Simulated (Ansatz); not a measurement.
CH₈OSi₂ (`C[SiH2][SiH2]O`). The species carries charge 0 and has multiplicity 1. The geometry is a stationary point of PBE0-D4/def2-TZVP. It is one conformer, not always the lowest.

```xyz
12

C    -1.180    0.017    1.497
Si    0.511    0.397    0.775
Si    0.800   -0.571   -1.344
O    -0.302    0.001   -2.444
H    -1.306   -1.059    1.637
H    -1.970    0.364    0.827
H    -1.312    0.506    2.464
H     1.588   -0.097    1.681
H     0.687    1.875    0.647
H     2.198   -0.337   -1.815
H     0.567   -2.037   -1.294
H    -0.281    0.940   -2.632
```

(1) What is the dipole moment at r2SCAN/def2-TZVPP? (Best estimate.)

(2) And with PBE, B3LYP, ωB97M-V? (Estimate.)

(3) Give the Mulliken charges with r2SCAN, ωB97M-V, PBE in def2-TZVPP. (Best estimate.)

Results:

(1) Ansatz gave: 1.24 D, with components (-0.44, 1.05, 0.48) D in this frame, pointing from negative to positive charge.

(2) Computed: PBE 1.21 D, B3LYP 1.22 D, ωB97M-V 1.23 D.

(3) The calculation gave: 
| atom | r2SCAN | ωB97M-V | PBE |
| --- | --- | --- | --- |
| C1 | -0.30 | -0.44 | -0.36 |
| Si2 | 0.20 | 0.12 | 0.13 |
| Si3 | 0.43 | 0.32 | 0.35 |
| O4 | -0.42 | -0.38 | -0.35 |
| H5 | 0.08 | 0.12 | 0.11 |
| H6 | 0.08 | 0.12 | 0.11 |
| H7 | 0.08 | 0.12 | 0.11 |
| H8 | -0.08 | -0.03 | -0.06 |
| H9 | -0.08 | -0.04 | -0.07 |
| H10 | -0.10 | -0.06 | -0.08 |
| H11 | -0.08 | -0.04 | -0.07 |
| H12 | 0.20 | 0.17 | 0.19 |

B3LYP here is the variant with VWN-RPA as its local correlation; programs differ in this.
